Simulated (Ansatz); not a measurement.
C3H5O2, SMILES CCO[C]=O, multiplicity 2.

Coordinates come from a PBE0-D3(BJ)/def2-SVP optimisation. The isomer is the one that the SMILES or the coordinates give; other isomers of the formula were not compared. The values are those of a single conformer.

Two levels are set side by side: PBE/def2-SVPD (Ansatz, a quantum-chemistry and plane-wave program) and PBE0/def2-SVPD (Ansatz). Energy differences of separate SCF runs at the same geometry; the states with an electron removed or added have multiplicity 1 and 1. Differences are taken from unrounded values.

```csv
quantity,PBE0
vertical ionisation energy (eV),9.42
```

Task: What does PBE give, and how far is it from PBE0? (Estimate from the structure and the level; the computed values follow.)

Result: 
| quantity | PBE | PBE minus PBE0 |
|---|---|---|
| vertical ionisation energy (eV) | 9.05 | -0.38 |
